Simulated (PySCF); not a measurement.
**Spin states of BeCl**

Unrestricted PBE0; basis Be 3-21G, Cl 3-21G; no relativity; PySCF 2.14. Outer shells of the fragments: Be 2s2; Cl 3s2 3p5.

Followed along the bond (rough minima from three points):

```tsv
2Ms+1	unpaired	⟨S²⟩ at the start	R at minimum (Å)	Te (eV)
2	σ ↑	0.75	1.85	0.00
4	σ ↑, π ↑↑	3.75	none in the scan	≤ 6.32
```

Solutions found at the starting distance of 1.930 Å, counted from the lowest of them; the search is not exhaustive and high or unbound solutions are not listed, so other states can lie among these:

```tsv
2Ms+1	unpaired	term	E (eV)	⟨S²⟩	⟨Lz²⟩	μ (D)
2	σ ↑	²Σ⁺	0.00	0.75	0.00	-1.97
2	π ↑	²Π	3.26	0.76	1.00	-4.29
2	π ↑	²Π	5.62	0.75	1.00	4.52
4	σ ↑, π ↑↑	mixed	6.60	3.75	2.00	3.75
4	σ ↑, π ↑↑	mixed	6.78	3.75	2.00	3.72
4	σ ↑↑, π ↑	⁴Π	8.10	3.75	1.00	3.72
4	σ ↑↑, π ↑	⁴Π	9.55	3.75	1.00	3.16
```

A term symbol is given only where ⟨S²⟩ and ⟨Lz²⟩ are close to those of a pure state; real π, δ and φ orbitals otherwise mix terms. A positive dipole means Be(−)Cl(+).

Counting both spins, an empty level lies below a filled one in some of these solutions, because spin and occupation are held. 3-21G is very small, so such numbers show the basis as much as the molecule.
